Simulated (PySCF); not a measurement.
GaH2, SMILES [GaH2], multiplicity 2. The structure is a stationary point at PBE-D3(BJ)/def2-TZVPD. The spin state was assumed, not searched. The isomer is the one that the SMILES or the coordinates give; other isomers of the formula were not compared.

Computed equilibrium geometry at PBE-D3(BJ)/def2-TZVPD (PySCF confirms it by a frequency run) as Cartesian coordinates in Å, and its point group:
point group C2v.
```xyz
3

Ga     0.0000     0.0000     0.0485
H      0.0000    -1.3952    -0.7515
H      0.0000     1.3952    -0.7515
```
Charge 0, spin multiplicity 2.
